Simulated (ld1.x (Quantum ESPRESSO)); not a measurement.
## How hard is this Fe ultrasoft potential?

iron (Fe), ultrasoft, made with ld1.x (Quantum ESPRESSO) 7.5 (PBE, fully relativistic). Core [Ne], reference 3s2 3p6 3d7 4s1 4p0. Waves: 3s (bound): rcut 1.20, rcutus 1.60 bohr; 4s (bound): rcut 1.20, rcutus 1.60 bohr; 3p (bound): rcut 1.45, rcutus 1.60 bohr; 4p (bound, empty): rcut 1.45, rcutus 1.60 bohr; 3d (bound): rcut 1.15, rcutus 1.25 bohr; 3d channel at 2.4 Ry: rcut 1.15, rcutus 1.25 bohr. Local part: all-electron potential smoothed inside 1.45 bohr (lloc = -2). Core correction: a·sin(br)/r model core inside 0.60 bohr. Augmentation charge: PSQ, radius 1.25 bohr.

Open shells are filled in proportion to 2j + 1 (rel_dist='average').

The pseudo-atom Hamiltonian at the reference potential is diagonalised in spherical Bessel functions j_l(qr) that vanish at 20 bohr, with q² up to the cutoff. All-electron valence levels (Ry): 3s -6.5751, 4s -0.3127, 3p1/2 -4.1637, 4p1/2 -0.0652, 3p3/2 -4.0520, 4p3/2 -0.0631, 3d3/2 -0.2864, 3d5/2 -0.2764.

**Question.** How do the lowest levels (Ry) of each channel move with the cutoff, and are there ghosts?

**Answer.**

| cutoff (Ry) | s #1 | s #2 | s #3 | p1/2 #1 | p1/2 #2 | p1/2 #3 | p3/2 #1 | p3/2 #2 | d3/2 #1 | d5/2 #1 | d5/2 #2 | f #1 | f #2 | Σ f·Δε (mRy) |
| --- | --- | --- | --- | --- | --- | --- | --- | --- | --- | --- | --- | --- | --- | --- |
| 8 | -6.3274 | -0.2131 | 0.0189 | -3.3756 | -0.0280 | 0.0672 | -3.2694 | -0.0274 | 0.0563 | 0.0563 | 0.1400 | 0.1089 | 0.2333 | 7633.3 |
| 15 | -6.5466 | -0.2456 | 0.0144 | -4.0524 | -0.0406 | 0.0608 | -3.9413 | -0.0400 | 0.0556 | 0.0556 | 0.1363 | 0.1089 | 0.2333 | 3116.5 |
| 25 | -6.5741 | -0.2805 | 0.0101 | -4.1550 | -0.0464 | 0.0583 | -4.0434 | -0.0456 | 0.0501 | 0.0506 | 0.1095 | 0.1089 | 0.2333 | 2376.8 |
| 40 | -6.5748 | -0.3080 | 0.0069 | -4.1626 | -0.0569 | 0.0543 | -4.0509 | -0.0555 | -0.1874 | -0.1775 | 0.0599 | 0.1089 | 0.2333 | 679.5 |
| 55 | -6.5749 | -0.3083 | 0.0069 | -4.1631 | -0.0636 | 0.0520 | -4.0514 | -0.0616 | -0.2740 | -0.2641 | 0.0592 | 0.1089 | 0.2333 | 70.1 |
| 80 | -6.5749 | -0.3086 | 0.0069 | -4.1632 | -0.0639 | 0.0520 | -4.0514 | -0.0618 | -0.2831 | -0.2730 | 0.0591 | 0.1089 | 0.2333 | 6.3 |
| 110 | -6.5749 | -0.3086 | 0.0069 | -4.1632 | -0.0640 | 0.0519 | -4.0515 | -0.0619 | -0.2837 | -0.2737 | 0.0591 | 0.1089 | 0.2333 | 1.4 |
| 160 | -6.5749 | -0.3086 | 0.0069 | -4.1632 | -0.0640 | 0.0519 | -4.0515 | -0.0619 | -0.2839 | -0.2738 | 0.0591 | 0.1089 | 0.2333 | 0.4 |
| 400 | -6.5749 | -0.3086 | 0.0069 | -4.1632 | -0.0640 | 0.0519 | -4.0515 | -0.0619 | -0.2839 | -0.2739 | 0.0591 | 0.1089 | 0.2333 | 0.0 |

Result: no extra level below or beside the all-electron valence levels (s, p1/2, p3/2, d3/2, d5/2, f tested); 10 mRy is reached at 70 Ry and 1 mRy at 120 Ry.

Test run stopped at test 1 of 7 (negative rho).
